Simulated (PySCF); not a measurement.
Constitutional and geometric isomers with formula C4H3N. Isolated molecules, 0 K electronic values unless said otherwise. Strings in code marks are SMILES.

These are B3LYP-D3(BJ)/def2-TZVP (PySCF 2.14.0) values and carry that method's errors. All candidates: neutral, multiplicity 1. B3LYP has the VWN-RPA correlation part, as in Gaussian. Excitations are Tamm–Dancoff values on a coarser integration grid. The basis has no diffuse functions, so Rydberg states are missing or too high.

| Item | Value |
|---|---|
| T1 excitation (TDA) | 4.00 eV |
| HOMO | -8.00 eV |
| S1 excitation (TDA) | 5.47 eV |

Task: Say which member has these values.
(A) `C=C=CC#N`
(B) `C#CCC#N`
(C) `C#CNC#C`
(D) `C#CC#CN`

Result: A, `C=C=CC#N`. The others give `C#CC#CN`: 3.71 eV, -6.05 eV, 4.01 eV; `C#CCC#N`: 5.49 eV, -8.30 eV, 6.60 eV; `C#CNC#C`: 4.71 eV, -6.25 eV, 4.97 eV
